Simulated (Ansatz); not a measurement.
Cost and result for the atomization energy of C3H9Cl2InOSi (`C[Si](C)(C)[O][In]([Cl])[Cl]`) (17 atoms, 16 bonds).

```json
{"atom": "C1", "x (Å)": "-1.147", "y (Å)": "1.038", "z (Å)": "-1.657"}
{"atom": "Si2", "x (Å)": "-0.243", "y (Å)": "0.106", "z (Å)": "-0.319"}
{"atom": "C3", "x (Å)": "0.871", "y (Å)": "-1.202", "z (Å)": "-1.055"}
{"atom": "C4", "x (Å)": "-1.449", "y (Å)": "-0.692", "z (Å)": "0.866"}
{"atom": "O5", "x (Å)": "0.674", "y (Å)": "1.222", "z (Å)": "0.493"}
{"atom": "In6", "x (Å)": "1.889", "y (Å)": "1.033", "z (Å)": "1.999"}
{"atom": "Cl7", "x (Å)": "2.989", "y (Å)": "2.866", "z (Å)": "2.827"}
{"atom": "Cl8", "x (Å)": "2.223", "y (Å)": "-1.040", "z (Å)": "2.953"}
{"atom": "H9", "x (Å)": "-1.780", "y (Å)": "0.365", "z (Å)": "-2.243"}
{"atom": "H10", "x (Å)": "-1.785", "y (Å)": "1.815", "z (Å)": "-1.229"}
{"atom": "H11", "x (Å)": "-0.443", "y (Å)": "1.520", "z (Å)": "-2.340"}
{"atom": "H12", "x (Å)": "1.408", "y (Å)": "-1.750", "z (Å)": "-0.275"}
{"atom": "H13", "x (Å)": "0.294", "y (Å)": "-1.932", "z (Å)": "-1.629"}
{"atom": "H14", "x (Å)": "1.609", "y (Å)": "-0.757", "z (Å)": "-1.729"}
{"atom": "H15", "x (Å)": "-0.925", "y (Å)": "-1.237", "z (Å)": "1.657"}
{"atom": "H16", "x (Å)": "-2.094", "y (Å)": "0.055", "z (Å)": "1.336"}
{"atom": "H17", "x (Å)": "-2.093", "y (Å)": "-1.408", "z (Å)": "0.348"}
```

Charge 0, multiplicity 1. Correlated methods include outer-core shells of In, which these sets cover unevenly. In: def2 effective core potential. The structure was optimised at the PBE0-D4/def2-TZVP level. It is one conformer, not always the lowest. Program: Ansatz. All runs use 4 threads of an AMD EPYC 7R13 on a shared host and a share of an NVIDIA H100 80 GB. Times are those of one run each, without the atoms' runs, and a repeat can differ threefold. Electronic energies, without spin–orbit coupling; frozen cores. CCSD(T)/CBS adds CCSD(T) − MP2 in def2-TZVPP to the MP2 limit, and its time is that of the two runs behind it. T1 = 0.013. With those shells the extrapolation isn't a true limit.

CCSD(T)/CBS is a level of theory with its own doubt, some kJ/mol a heavy atom from the limit and from the frozen cores, so smaller differences don't rank the functionals.

```csv
level,functions,wall time,atomization (kJ/mol),difference from CCSD(T)/CBS,per bond
LDA (SPW92)/def2-TZVPP,426,8.5 s,7059.6,781.7,48.9
PBE-D4/def2-TZVPP (with forces),426,9 s,6317.8,39.9,2.5
BLYP-D4/def2-TZVPP,426,9 s,6170.1,-107.8,-6.7
CCSD(T)/def2-SVP,181,10 s,5898.7,-379.2,-23.7
PBE0-D4/def2-TZVPP,426,12 s,6251.0,-26.9,-1.7
PBE-QIDH/def2-TZVPP,426,14 s,6234.5,-43.4,-2.7
BHLYP-D4/def2-TZVPP,426,14 s,6090.7,-187.2,-11.7
CAM-B3LYP-D4/def2-TZVPP,426,14 s,6252.1,-25.8,-1.6
ωB97X-V/def2-TZVPP,426,15 s,6279.3,1.4,0.1
MP2/def2-QZVPP,790,17 s,6309.1,31.2,2.0
ωB97M-V/def2-TZVPP (with forces),426,26 s,6275.9,-2.0,-0.1
CCSD(T)/def2-TZVPP,426,53 s,6111.3,-166.6,-10.4
CCSD(T)/CBS(def2),–,70 s,6277.9,0.0,0.0
```

At CCSD(T), def2-SVP lies −379.2 kJ/mol from the extrapolated value and def2-TZVPP −166.6 kJ/mol: correlation converges slowly with the basis, and small sets miss more of it in the bonded molecule than in its fragments. Leaving LDA and LC-ωPBE aside and taking each functional with its dispersion term where it has one, the values spread over 227.1 kJ/mol, from BHLYP-D4 to PBE-D4. LDA lies +791.3 kJ/mol from PBE without D4, its usual overbinding. From PBE to PBE0 (25 % exact exchange), in def2-TZVPP and without D4, the atomization energy moves by −60.6 kJ/mol: exact exchange takes away binding that semilocal exchange gives to molecules.

Spin–orbit coupling would lower the free In atoms strongly, and the atomization energy with them, by more than many differences here.
